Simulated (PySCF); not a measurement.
## Mayer bond orders and bond lengths

Species: C6H13N3Si.
Atom-mapped SMILES: `[CH3:1][N:2]1[CH2:3][CH2:4][Si@@:5]1([NH2:6])[CH2:7][CH2:8][C:9]#[N:10]` (hydrogens: H11, H12, H13 on C1; H14, H15 on C3; H16, H17 on C4; H18, H19 on N6; H20, H21 on C7; H22, H23 on C8)

Structure used (GFN2-xTB), in Å, numbered top down from 1:
```xyz
23
C6H13N3Si angstrom
C     -2.0411    1.3392   -0.3302
N     -1.2787    0.1394   -0.1429
C     -1.7041   -1.1189   -0.7323
C     -0.5833   -1.9910   -0.1584
Si     0.0230   -0.4655    0.8184
N     -0.0232   -0.6670    2.5270
C      1.6727    0.4188    0.4765
C      1.8971    0.6623   -1.0174
C      3.1003    1.4200   -1.2356
N      4.0591    2.0271   -1.3799
H     -1.5232    2.1723    0.1405
H     -3.0419    1.2549    0.1115
H     -2.1611    1.5545   -1.3980
H     -2.7019   -1.4163   -0.3900
H     -1.7173   -1.0689   -1.8261
H     -0.9468   -2.8175    0.4411
H      0.0728   -2.3929   -0.9225
H     -0.7996   -1.1114    2.9872
H      0.4747   -0.0567    3.1509
H      1.6801    1.3754    0.9988
H      2.5014   -0.1599    0.8798
H      1.0550    1.2175   -1.4384
H      1.9813   -0.2884   -1.5498
```

Bond orders from the PBE0/pcSseg-1 density (PySCF). Isolated species at its GFN2-xTB geometry (one conformer only).

(1) Where do the orders between heavy atoms depart from those drawn in the SMILES?

(2) Give the Mayer order of every bond between heavy atoms, beside its length.

Answers

(1) The largest departure is 0.153, at Si5–C7 (drawn single, 0.847). Drawn single, order below 0.88: C4–Si5 (0.875) and Si5–C7 (0.847).

(2) 
```tsv
bond	drawn as	length (Å)	Mayer order
C1–N2	single	1.434	0.949
N2–C3	single	1.453	0.960
C3–C4	single	1.532	1.011
C4–Si5	single	1.910	0.875
Si5–N6	single	1.721	1.095
Si5–C7	single	1.903	0.847
C7–C8	single	1.530	1.025
C8–C9	single	1.439	1.032
C9–N10	triple	1.144	3.078
Si5–N2	single	1.728	0.936
```

By pair of heavy elements: C–N: lowest C1–N2 (0.949, 1.434 Å), highest C9–N10 (3.078, 1.144 Å). C–C: lowest C3–C4 (1.011, 1.532 Å), highest C8–C9 (1.032, 1.439 Å). C–Si: lowest Si5–C7 (0.847, 1.903 Å), highest C4–Si5 (0.875, 1.910 Å); in 1 of the 1 pairs the longer bond (by over 0.003 Å) has the higher order (by 0.02 or more). N–Si: lowest Si5–N2 (0.936, 1.728 Å), highest Si5–N6 (1.095, 1.721 Å).

**Question.** And the bonds to hydrogen?

**Answer.** C–H: 0.92 to 0.97 (11 bonds); H–N: 0.94 (2 bonds).

**Question.** Sum the orders of all bonds at each heavy atom with more than one neighbour and set the sums beside the valence in the SMILES.

**Answer.** C1 3.847 (drawn 4), N2 2.845 (drawn 3), C3 3.865 (drawn 4), C4 3.784 (drawn 4), Si5 3.753 (drawn 4), N6 2.981 (drawn 3), C7 3.756 (drawn 4), C8 3.896 (drawn 4), C9 4.110 (drawn 4). Orders between atoms that aren't bonded are not in these sums.

Mayer orders depend on the basis set.
